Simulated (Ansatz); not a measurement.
Isolated molecules relaxed with PBE0-D4/def2-TZVP in Ansatz; ΔE leaves out vibrations. CCSD(T)/CBS is the MP2 limit (def2-TZVPP, def2-QZVPP) plus CCSD(T) − MP2 in def2-TZVPP, frozen cores. This one scheme is used for every species. For Ge outer-core shells are correlated without core-valence functions, which leaves a few kJ/mol of doubt a bond. Scalar relativity is left out up to krypton.

Reaction (ligand exchange at a Ge–O bond): `[SiH3][O][GeH3]` + `BO` → `B[O][GeH3]` + `O[SiH3]`

`[SiH3][O][GeH3]`:

Cartesian coordinates in Å:
```
Si 0.381 1.386 -0.585
O 0.677 -0.018 0.195
Ge -0.301 -1.435 0.631
H -0.081 1.137 -1.979
H 1.640 2.171 -0.616
H -0.675 2.172 0.113
H 0.651 -2.376 1.376
H -0.835 -2.072 -0.663
H -1.458 -0.967 1.528
```

`BO`:

```xyz
5

B    -0.112   -0.285    0.289
O    -0.301    0.595   -0.714
H    -1.083   -0.848    0.702
H     0.987   -0.481    0.733
H     0.509    1.019   -1.010
```

`B[O][GeH3]`:

Z-matrix (Å, degrees):
```
Ge
O 1 1.798
H 1 1.533 2 105.9
H 1 1.535 2 108.2 3 -120.7
H 1 1.533 2 105.9 3 118.7
B 2 1.341 1 126.3 3 120.4
H 6 1.201 2 117.9 1 -179.9
H 6 1.208 2 120.9 1 0.1
```

`O[SiH3]`:

Cartesian coordinates in Å:
```
O 0.025 -0.993 -0.810
Si -0.172 0.253 0.251
H 0.900 -1.143 -1.167
H 0.671 0.079 1.465
H -1.604 0.243 0.627
H 0.180 1.561 -0.367
```

```tsv
species	HF/def2-TZVPP energy (Eh)
`[SiH3][O][GeH3]`	-2442.76084
`BO`	-101.37292
`B[O][GeH3]`	-2177.91697
`O[SiH3]`	-366.21048
```

(1) Work out ΔE.

Largest T1 diagnostic among the species: 0.014.

Results:

(1) ΔE = (-2177.91697) + (-366.21048) − (-2442.76084) − (-101.37292) = 0.00631 Eh = +16.6 kJ/mol. CCSD(T)/CBS gives +13.8 kJ/mol.

Leaving LDA and LC-ωPBE aside and taking each functional with its dispersion term where it has one, the values, not all of them listed here, spread over 4.3 kJ/mol, from PBE-D4 to BHLYP-D4. At CCSD(T), def2-SVP lies +9.0 kJ/mol from the extrapolated value and def2-TZVPP −0.2 kJ/mol.
